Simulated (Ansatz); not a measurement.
Start from `[F][Ge]([F])([Cl])[Br]` and change one atom or group to get `[F][GeH]([Cl])[Br]`.

Ansatz, PBE0-D4/def2-TZVP geometries, multiplicity 1. 

Scalar relativity is left out up to krypton.

```json
{"property": "HOMO–LUMO gap (PBE/def2-TZVPP) / eV", "`[F][Ge]([F])([Cl])[Br]`": "5.07"}
{"property": "LUMO energy (PBE/def2-TZVPP) / eV", "`[F][Ge]([F])([Cl])[Br]`": "-3.11"}
{"property": "LUMO energy (PBE0/def2-TZVPP) / eV", "`[F][Ge]([F])([Cl])[Br]`": "-2.13"}
{"property": "size of the dipole moment (ωB97M-V/def2-TZVPP) / D", "`[F][Ge]([F])([Cl])[Br]`": "1.45"}
{"property": "LUMO energy (B3LYP/def2-TZVPP) / eV", "`[F][Ge]([F])([Cl])[Br]`": "-2.46"}
{"property": "ideal-gas entropy at 298 K and 1 bar (rigid rotor, harmonic PBE0-D4/def2-TZVP) / J/(mol·K)", "`[F][Ge]([F])([Cl])[Br]`": "359"}
```

Q: Give the same properties after the change, and the shifts. (Estimate.)

A: Computed: 
```
                                                                                  property  `[F][GeH]([Cl])[Br]`  shift
                                                       HOMO–LUMO gap (PBE/def2-TZVPP) / eV                  5.38   0.31
                                                         LUMO energy (PBE/def2-TZVPP) / eV                 -2.37   0.74
                                                        LUMO energy (PBE0/def2-TZVPP) / eV                 -1.41   0.72
                                        size of the dipole moment (ωB97M-V/def2-TZVPP) / D                  1.77   0.32
                                                       LUMO energy (B3LYP/def2-TZVPP) / eV                 -1.74   0.72
ideal-gas entropy at 298 K and 1 bar (rigid rotor, harmonic PBE0-D4/def2-TZVP) / J/(mol·K)                   339    -20
```

With PBE0 the HOMO rises by 0.48 eV and the LUMO rises by 0.72 eV, so the gap widens by about 0.24 eV. PBE moves the HOMO by 0.43 eV and ωB97M-V by 0.49 eV. Dipoles are sizes alone; their direction can turn.

B3LYP here is the variant with VWN-RPA as its local correlation; programs differ in this.

Spin–orbit coupling is left out; it splits and shifts lone-pair levels of the heavy atoms by tenths of an eV.
